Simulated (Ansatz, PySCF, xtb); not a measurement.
The molecule MgS, closed-shell singlet (the spin of the measured ground state).

Constants: fifth-degree fit in 1/R to seven points, most abundant isotopes. In def2 and cc sets the state is the lowest found near the PBE0 minimum, followed along R. The singlet is held restricted. HF and MP2 rows in def2 and cc sets belong to the determinant that coupled cluster picked by its CCSD energy.

Codes used: Ansatz (a quantum-chemistry and plane-wave program) with Gaussian orbitals; PySCF for 3-21G rows, 6-31G* rows; xtb for the GFN methods. Values without a source in brackets are computed.

| level | r_e (Å) | ω_e (cm⁻¹) | α_e (cm⁻¹) | ω_e x_e (cm⁻¹) | D_e (eV) | dipole (D) |
|---|---|---|---|---|---|---|
| GFN1-xTB | 2.096 | 624 | 0.0025 | 4.4 | - | - |
| GFN2-xTB | 2.145 | 562 | 0.0023 | 3.4 | - | - |
| HF/3-21G | 2.221 | 489 | 0.0019 | 3.5 | - | 9.15 |
| HF/6-31G* | 2.149 | 540 | 0.0018 | 3.3 | - | 9.05 |
| HF/def2-TZVPP | 2.135 | 551 | 0.0018 | 3.3 | - | - |
| HF/def2-QZVPP | 2.133 | 552 | 0.0018 | 3.3 | - | - |
| SVWN5/def2-TZVPP | 2.129 | 543 | 0.0016 | 2.3 | 2.93 | 7.01 |
| PBE/def2-TZVPP | 2.153 | 526 | 0.0016 | 2.4 | 2.38 | 7.05 |
| BP86/6-31G* | 2.170 | 518 | 0.0016 | 2.3 | - | 6.88 |
| r2SCAN/def2-TZVPP | 2.138 | 551 | 0.0016 | 2.4 | 2.37 | 7.67 |
| B97M-V/def2-TZVPP | 2.128 | 554 | 0.0016 | 2.5 | 2.34 | 7.51 |
| B3LYP/6-31G* | 2.162 | 523 | 0.0016 | 2.5 | - | 7.18 |
| B3LYP/def2-TZVPP | 2.147 | 529 | 0.0017 | 2.6 | 2.01 | 7.37 |
| PBE0/def2-TZVPP | 2.136 | 546 | 0.0016 | 2.5 | 2.10 | 7.74 |
| BHLYP/def2-TZVPP | 2.130 | 547 | 0.0017 | 2.8 | 1.66 | 8.07 |
| CAM-B3LYP/def2-TZVPP | 2.126 | 549 | 0.0017 | 2.6 | 1.87 | 7.86 |
| wB97X-V/def2-TZVPP | 2.124 | 562 | 0.0016 | 2.6 | 2.04 | 8.42 |
| wB97M-V/def2-TZVPP | 2.132 | 548 | 0.0017 | 2.6 | 2.02 | 7.98 |
| B2PLYP/def2-TZVPP | 2.148 | 535 | 0.0016 | 2.2 | 2.07 | - |
| MP2/6-31G* | 2.157 | 563 | 0.0012 | 1.6 | - | 9.05 |
| MP2/def2-TZVPP | 2.150 | 551 | 0.0012 | 1.3 | - | - |
| MP2/def2-QZVPP | 2.137 | 559 | 0.0013 | 1.6 | - | - |
| SCS-MP2/def2-TZVPP | 2.157 | 537 | 0.0014 | 1.6 | - | - |
| SCS-MP2/def2-QZVPP | 2.144 | 545 | 0.0015 | 1.9 | - | - |
| CCSD/def2-TZVPP | 2.156 | 517 | 0.0018 | 2.7 | 1.65 | - |
| CCSD/def2-QZVPP | 2.139 | 533 | 0.0019 | 3.0 | 1.85 | - |
| CCSD(T)/def2-TZVPP | 2.163 | 518 | 0.0016 | 2.4 | 1.92 | - |
| CCSD(T)/def2-QZVPP | 2.146 | 531 | 0.0018 | 2.7 | 2.14 | - |

D_e counts from each atom's lowest state at the same level, without counterpoise or zero-point energy.

Correlated levels freeze the inner cores; with def2 sets outer-core shells near the valence are correlated too. Rows in 3-21G, 6-31G* carry no dispersion term and start afresh at each structure (6-31G* with six Cartesian d functions). MP2/6-31G* freezes PySCF's default core, which is smaller on s-block atoms.

Doubts at one or more of the structures used: a restricted determinant that unrestricted orbitals would lower (HF/def2-TZVPP, HF/def2-QZVPP, B2PLYP/def2-TZVPP, MP2/def2-TZVPP, MP2/def2-QZVPP, SCS-MP2/def2-TZVPP, SCS-MP2/def2-QZVPP, CCSD/def2-TZVPP, CCSD/def2-QZVPP, CCSD(T)/def2-TZVPP, CCSD(T)/def2-QZVPP).

Measured for the ground state: r_e 2.143 Å [NIST CCCBDB]. ω_e 528.74 cm-1, ω_e x_e 2.704 cm-1, B_e 0.26797 cm-1, α_e 0.00176 cm-1 [Irikura, J. Phys. Chem. Ref. Data 36, 389 (2007)].
